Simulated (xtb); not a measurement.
3-silylprop-2-yn-1-amine (C₃H₇NSi), SMILES NCC#C[SiH3]. All values are semi-empirical tight-binding results from xtb (GFN2-xTB unless named), good for trends rather than for accurate numbers. Geometry: GFN2-xTB. Other conformers were not sampled.

The geometry has at least one imaginary mode, so it is a saddle point at that level.

```
Quantity                                               Value
---------------------------------------------  -------------
orbital gap                                          4.50 eV
dipole moment                                         0.83 D
static polarisability (D4 model)                  72.2 bohr³
solvation energy, GFN2-xTB/ALPB(water)         -2.4 kcal/mol
solvation energy, GFN2-xTB/ALPB(acetonitrile)  -4.4 kcal/mol
```
